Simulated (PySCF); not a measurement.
Structure problem from calculated spectra and properties.

Formula: C6H9NO.

- Polarisability: 81.1 au [PBE0/def2-SVPD]
- Rotational structure: rotational constants A, B, C: 2.823, 1.431, 1.024 GHz [GFN2-xTB]
- 1H NMR: chemical shifts (computed TMS as zero) by class: 5.85 (1 H), 3.57 (2 H), 3.15 (2 H), 1.76 (1 H), 1.12 (3 H) ppm [GIAO PBE0/pcSseg-1]
- NMR, other nuclei: isotropic shieldings of nuclei other than C and H, by class: 127 (1 N), -67 (1 O) ppm [GIAO PBE0/pcSseg-1]
- Triplet: lowest triplet excitation (Tamm–Dancoff): 5.30 eV [TDA PBE0/def2-SVPD]
- 13C NMR: chemical shifts (computed TMS as zero) by class: 165.9 (1 C), 85.5 (1 C), 79.9 (1 C), 36.0 (1 C), 29.3 (1 C), 18.5 (1 C) ppm [GIAO PBE0/pcSseg-1]
- UV, first state: lowest singlet excitation: 5.81 eV (213 nm, f = 0.002) [TDDFT PBE0/def2-SVPD]
- Dipole: 3.42 D [PBE0/def2-SVPD]
- UV, strongest line: among the 6 lowest singlet transitions: S4 at 6.80 eV (182 nm, f = 0.031) [TDDFT PBE0/def2-SVPD]

Electronic properties: PySCF, gas phase, density fitting. Levels stand in brackets. Isolated species at its GFN2-xTB geometry (one conformer only). NMR classes are plain means over equivalent atoms (diastereotopic ones count apart unless rotation or inversion swaps them), as if these changed places fast.

Problem. Give a SMILES that accounts for the data.

Solution. Numbering: `[CH:1]#[C:2][CH2:3][C:4](=[O:5])[NH:6][CH2:7][CH3:8]`. Its formula, C6H9NO, gives 3 degrees of unsaturation: 0 rings and 3 π bonds in the structure found. 6 carbons fall into 6 classes; from least to most shielded: amide carbonyl carbon [C4] (165.9 ppm), alkyne carbon [C2] (85.5 ppm), terminal alkyne carbon [C1] (79.9 ppm), sp3 carbon bound to nitrogen [C7] (36.0 ppm), sp3 carbon next to a carbonyl [C3] (29.3 ppm), methyl carbon [C8] (18.5 ppm). Hydrogen classes from least to most shielded: 1 H on an amide nitrogen, N6 (5.85 ppm), 2 H on an sp3 carbon bound to nitrogen, C7 (3.57 ppm, a mean of values up to 1.7 ppm apart in this geometry), 2 H on an sp3 carbon next to a carbonyl, C3 (3.15 ppm), 1 H on a terminal alkyne carbon, C1 (1.76 ppm), 3 H on a methyl carbon, C8 (1.12 ppm). The other shieldings belong to: 127 ppm, amide nitrogen [N6]; -67 ppm, amide oxygen [O5]. The optimised geometry has point group C1 and is an asymmetric top. Structure: `C#CCC(=O)NCC`. Computed isomers that give other values at the same levels: `C=N[C@@]12CCC[C@@H]1O2` (rotational constant A: 4.745 GHz; this holds for the one conformer computed); `C=CC[C@@H](C#N)OC` (13C chemical shifts (computed TMS as zero) by class: 144.1 (1 C), 124.2 (1 C), 122.4 (1 C), 73.0 (1 C), 59.8 (1 C), 45.9 (1 C) ppm); `C=C(C)C(=C)C(N)=O` (lowest singlet excitation: 4.64 eV (267 nm, f = 0.002)). The assignments are read from this structure; whether some other isomer fits the data as well wasn't checked.

The values belong to the conformer `[CH:1]#[C:2][CH2:3][C:4](=[O:5])[NH:6][CH2:7][CH3:8]`: C2–C3–C4–O5 -149°, C3–C4–N6–C7 -176°, C4–N6–C7–C8 112°.
